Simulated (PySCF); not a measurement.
C₃H₈Mg, SMILES C[CH]([MgH])C.

Geometry optimised at r2SCAN-D4/def2-SVP. The structure was generated by enumeration; whether it is a known compound was not checked.

Level of theory: PBE/def2-TZVP (PySCF).

The molecule is in vacuum.

**Question.** Estimate the frontier levels, gap, dipole moment and polarisability. (Estimate from the structure and the level; the computed values follow.)

**Answer.** 
The highest occupied level is -4.98 eV and the lowest empty level is -1.05 eV. The orbital gap comes out as 3.92 eV and the dipole moment is 0.50 D. The quadrupole, principal values (traceless, Buckingham form, about the centre of nuclear charge) comes out as -12.97, 5.72, 7.24 D·Å and the mean static polarisability is 74.0 bohr³ (10.96 Å³). The polarisability, principal values is 61.4, 70.1, 90.3 bohr³.
